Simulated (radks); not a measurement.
Problem. Species: neutral tin. Configuration: [Kr] 4d10 5s2 5p2. Calculated with a radial shooting solver on a logarithmic mesh with Libxc functionals: non-relativistic Kohn-Sham, LDA (Slater exchange, VWN5 correlation), spin-polarised, spherical densities, point nucleus; open shells are filled with parallel spins first (spin-orbit coupling, left out, can overturn this in heavy ions); relativity is left out, which matters for an element this heavy. Some entries of the table are withheld. Estimate them.

| orbital | occ. | eigenvalue (eV) | <1/r> (bohr^-1) |
|---|---|---|---|
| 1s up | 1 | -27939.50 | 49.43 |
| 1s down | 1 | -27939.46 | 49.43 |
| 2s up | 1 | -4123.044 | 11.30 |
| 2s down | 1 | -4123.030 | 11.30 |
| 2p up | 3 | -3859.019 | 11.31 |
| 2p down | 3 | -3858.995 | 11.31 |
| 3s up | 1 | -792.4336 | 4.069 |
| 3s down | 1 | -792.4038 | 4.069 |
| 3p up | 3 | -683.3701 | 3.994 |
| 3p down | 3 | -683.3377 | 3.994 |
| 3d up | 5 | -480.3539 | 3.856 |
| 3d down | 5 | -480.3249 | 3.856 |
| 4s up | 1 | -123.6106 | 1.622 |
| 4s down | 1 | -123.5451 | 1.623 |
| 4p up | 3 | -87.3077 | 1.512 |
| 4p down | 3 | -87.2306 | 1.513 |
| 4d up | 5 | -27.2985 | 1.224 |
| 4d down | 5 | -27.1271 | 1.228 |
| 5s up | 1 | -10.4191 | (1) |
| 5s down | 1 | -9.3815 | (2) |
| 5p up | 2 | (3) | (4) |
| 5p down | 0 | (5) | (6) |

Solution. 
(1) 5s up <1/r> (bohr^-1): 0.5163
(2) 5s down <1/r> (bohr^-1): 0.5204
(3) 5p up eigenvalue (eV): -4.3075
(4) 5p up <1/r> (bohr^-1): 0.3991
(5) 5p down eigenvalue (eV): -3.2695
(6) 5p down <1/r> (bohr^-1): 0.3910
